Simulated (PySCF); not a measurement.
Working out the excitation energy of Al

Al [Ne] 3s2 3p1 (2P) → Al [Ne] 3s2 4s1 (2S). All numbers are calculated (PySCF 2.14, the spin-free X2C one-electron Hamiltonian (Gaussian nucleus), in aug-cc-pVTZ-DK (6s5p3d2f, 50 functions)). Frozen: [Ne]. Energies in hartree (1 hartree = 27.21139 eV):

| part | Al (lower) | Al (upper) |
| --- | --- | --- |
| UHF | -242.314531 | -242.202984 |
| MP2 opposite-spin | -0.033496 | -0.031288 |
| MP2 same-spin | -0.002588 | -0.002140 |

Question: What does Hartree-Fock give?

Answer: (-242.202984) − (-242.314531) = 0.111547 hartree = 3.035 eV.

Question: What do MP2 and SCS-MP2 (6/5 opposite-spin, 1/3 same-spin) give?

Answer: The opposite-spin parts differ by 0.060 eV and the same-spin parts by 0.012 eV. MP2: 3.035 + (0.060) + (0.012) = 3.107 eV. SCS-MP2: 3.035 + 1.2 × (0.060) + (0.012)/3 = 3.111 eV.

Measured between the centres of the two terms (NIST): 3.133 eV, so MP2 (valence) is off by -0.026 eV.

What remains against the reference includes basis incompleteness, the frozen core and correlation beyond second order.
